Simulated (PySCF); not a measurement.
Two species compared at the same levels of theory.

First species: C6H6F2O2.
Atom-mapped SMILES: `[CH:1]#[C:2]/[C:3](=[CH:4]\[O:5][CH3:6])[O:7][CH:8]([F:9])[F:10]` (hydrogens: H11 on C1; H12 on C4; H13, H14, H15 on C6; H16 on C8)

Second species: C6H9N.
SMILES: `C=C/C=C\C=N\C`

Levels: PBE0/def2-SVPD for dipole moment, HOMO energy, LUMO energy, HOMO–LUMO gap, static isotropic polarisability and electronic spatial extent ⟨r²⟩ about the centre of nuclear charge; TDDFT PBE0/def2-SVPD for lowest singlet excitation; TDA PBE0/def2-SVPD for lowest triplet excitation (Tamm–Dancoff); GFN2-xTB for rotational constant A and rotational constant C. Geometries: GFN2-xTB. Each species is one conformer at its optimised geometry, gas phase, non-relativistic unless stated. Electronic properties by PySCF.

Dipoles, sizes and rotational constants follow the conformer. The torsions of the flexible species, by atom-mapped SMILES:
- `[CH:1]#[C:2]/[C:3](=[CH:4]\[O:5][CH3:6])[O:7][CH:8]([F:9])[F:10]`: C3–C4–O5–C6 -2°, C2–C3–O7–C8 -140°, C3–O7–C8–F9 153°
- `[CH2:1]=[CH:2]/[CH:3]=[CH:4]\[CH:5]=[N:6]\[CH3:7]`: C1–C2–C3–C4 180°, C3–C4–C5–N6 0°

Values for the first species:

- Dipole moment: 3.96 D
- HOMO energy: -6.78 eV
- LUMO energy: -0.95 eV
- HOMO–LUMO gap: 5.83 eV
- Lowest singlet excitation: 5.05 eV
- Lowest triplet excitation (Tamm–Dancoff): 3.30 eV
- Static isotropic polarisability: 83.3 au
- Electronic spatial extent ⟨r²⟩ about the centre of nuclear charge: 1714 bohr²
- Rotational constant A: 2.189 GHz
- Rotational constant C: 0.611 GHz

(1) Estimate the same properties for the second species, and the change in each.

Answers

(1) 
```
                                                         property       first      second  second less first
                                                    dipole moment      3.96 D      0.80 D            -3.16 D
                                                      HOMO energy    -6.78 eV    -6.57 eV           +0.21 eV
                                                      LUMO energy    -0.95 eV    -1.80 eV           -0.85 eV
                                                    HOMO–LUMO gap     5.83 eV     4.77 eV           -1.06 eV
                                        lowest singlet excitation     5.05 eV     3.78 eV           -1.27 eV
                         lowest triplet excitation (Tamm–Dancoff)     3.30 eV     2.42 eV           -0.88 eV
                                  static isotropic polarisability     83.3 au     93.2 au            +9.9 au
electronic spatial extent ⟨r²⟩ about the centre of nuclear charge  1714 bohr²  1014 bohr²         -700 bohr²
                                            rotational constant A   2.189 GHz   5.215 GHz         +3.026 GHz
                                            rotational constant C   0.611 GHz   1.170 GHz         +0.559 GHz
```

On the first: A dipole of 3.96 D is allowed in C1, and pure rotational transitions are dipole-allowed. The vertical singlet–triplet gap S1 − T1 is 1.75 eV (TDDFT singlet less Tamm–Dancoff triplet; S1: HOMO→LUMO+1, weight 0.91; T1: HOMO→LUMO, weight 0.96).

On the second: The polarisability is 13.81 Å³ as a volume (1 au = 0.148185 Å³), or 1.79 au for each of the 52 electrons. The principal polarisabilities are 52.9, 87.9 and 138.7 au; their mean is the isotropic value.
